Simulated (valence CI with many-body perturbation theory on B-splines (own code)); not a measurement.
**Pt29+: key properties**

Calculated by valence CI with perturbative core correlation (CI+MBPT): three valence electrons over a frozen Dirac-Fock core [Kr] 4d10, radial functions for each j: 7 s, 7 p, 7 d, 7 f, 4 g, 2 h, with the one-electron correlation potential Σ1, the two-electron term Σ2, the three-electron term Σ3, Breit, model QED; selected CI, second order for the rest, scaled by the run's own slope (own B-spline code, finite nucleus).

No measured spectrum was set against this ion. As an estimate, large intervals hold to a few tenths of a per cent, small ones and those within an open d or f shell to about a per cent. Excitations out of the core, of the other parity, are not computed and may begin above about 180 eV (a cautious bound); beyond it only levels of the ground parity were kept, without lifetimes.

Levels are named by their leading jj configuration (3d3/2^4 stands for four electrons in 3d with j = 3/2), which in mixed levels can hold well under half, so a name can repeat and another be missing.

Rates and lifetimes use the calculated energies. Strong lines usually hold to 10 to 20 %, long lifetimes can be off by a factor of two.

Problem. What is the ground level?

Solution. (4f5/2^3) J=9/2, composition 78 % 4f3 4I° + 20 % 4f3 2H° + 2 % 4f3 2G°, g = 0.770.

Problem. What is the ionisation energy?

Solution. 1020 eV; NIST lists 1040 ± 50 eV (theoretical).

Problem. Name the longest-lived excited levels whose lifetime is computed, and their main decay.

Solution. (4f5/2^3) J=5/2 at 59607 cm⁻¹ lives 10.6 ms, mostly by M1 to (4f5/2^3) J=3/2; (4f5/2^2 4f7/2) J=15/2 at 73811 cm⁻¹ lives 6.13 ms, mostly by M1 to (4f5/2^2 4f7/2) J=13/2; (4f5/2^2 4f7/2) J=7/2 at 70689 cm⁻¹ lives 5.26 ms, mostly by M1 to (4f5/2^3) J=9/2. The lifetime of (4f5/2^3) J=3/2 is too uncertain to give, and may be longer.

Problem. How well does LS coupling describe the low levels?

Solution. Among the lowest 20 levels the leading LS term, summed over configurations, holds 58 % on average. For single configurations the figures are 58 % in LS and 74 % in jj coupling. Terms mix most in the J = 3/2 level at 100690 cm⁻¹, where the leading one holds 29 %.

Problem. Where does the other parity begin?

Solution. At (4f5/2^2 5s) J=7/2, 1342300 cm⁻¹.
